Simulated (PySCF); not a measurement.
F2HInS, SMILES [F][In]([F])[SH]. Atoms are numbered in the order given.

```xyz
5

In     0.0074    -0.2567     0.0000
F      1.5629    -1.4374     0.0000
F     -1.7099    -1.1953     0.0000
S      0.1361     2.1275     0.0000
H     -1.2156     2.2344     0.0000
```

Geometry optimised at B3LYP-D3(BJ)/def2-SVP. The def2 effective core potentials stand for the cores of In; spin–orbit coupling is left out. Other conformers were not sampled.

The numbers are results of B3LYP-D3(BJ)/def2-SVP in PySCF, not measurements.

Frequencies are harmonic and unscaled.

Computed vibrational spectrum:
```
mode  ν (cm⁻¹)  IR (km/mol)  Raman (Å⁴/amu)  depolarisation  moving atoms (share of kinetic energy)
----  --------  -----------  --------------  --------------  --------------------------------------
1           83          9.9             2.2            0.75                 F 48 %, S 32 %, In 18 %
2          123         26.3             0.9            0.75                 F 52 %, In 36 %, S 11 %
3          132         31.8             1.1            0.75                         F 87 %, In 11 %
4          217         18.1             2.8            0.75                                  H 95 %
5          353         10.6            18.9            0.21                         S 77 %, In 17 %
6          606         53.1            10.4            0.09                         F 89 %, In 11 %
7          625         61.6             4.9            0.69                         F 82 %, In 18 %
8          713          4.6             4.4            0.75                                  H 95 %
9         2660          1.6           131.3            0.29                                  H 97 %
```
